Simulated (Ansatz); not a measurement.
A run for Ansatz (a program for electronic structure): R-BLYP/def2-TZVPPD on GeH4 (SMILES [GeH4]). Files ending in .json are basis or fitting sets from the Basis Set Exchange.

Ansatz 0.2 input:
```yaml
crystal:
  periodic: [false, false, false]
  atoms:
    - {symbol: Ge, position_ang: [0.10995682, -0.34119825, 3.60034001]}
    - {symbol: H, position_ang: [1.33432481, 0.26690861, 2.90035563]}
    - {symbol: H, position_ang: [0.44345479, -0.59418716, 5.07891686]}
    - {symbol: H, position_ang: [-0.26102022, -1.66832171, 2.92419083]}
    - {symbol: H, position_ang: [-1.07136070, 0.63474221, 3.50304517]}
basis:
  gaussian:
    orbitals: def2-TZVPPD.json
hamiltonian:
  xc: {name: BLYP}
scf: {lower_state_search: off}
```

Program output:

```
Functional definition: BLYP
[...]
these checks for a lower state are left out or cut short: stability, starts, cluster_reference, orbital_swaps, neighbouring_geometries, increment
integrals: 0.03 GiB planned
609 factors; their error is unknown
mean field: 0.30 GiB planned
mean field evaluation 1: about -56583.1831 eV, gradient 2.8e1 eV
mean field evaluation 2: about -56583.6439 eV, gradient 3.1e1 eV
mean field evaluation 4: about -56584.2424 eV, gradient 6.3e-1 eV
mean field evaluation 8: about -56584.2394 eV, gradient 6.5e-4 eV
mean field -56584.23942630 eV, -2079.4324447415 hartree, gradient 2.5e-6 eV, S^2 0.000000; 0 other end points of the search recorded, 0 dependent functions left out
reference -56584.23969505 eV, -2079.4324546180 hartree; 18, 18 occupied and 104, 104 virtual orbitals, 609 factors
Total energy: -56584.23969505 eV, -2079.4324546180 hartree
Checks for a lower state left out: stability, starts, cluster_reference, orbital_swaps, neighbouring_geometries, increment
```

Self-consistency was reached.

Cost: around 0.5 core-seconds (rough).
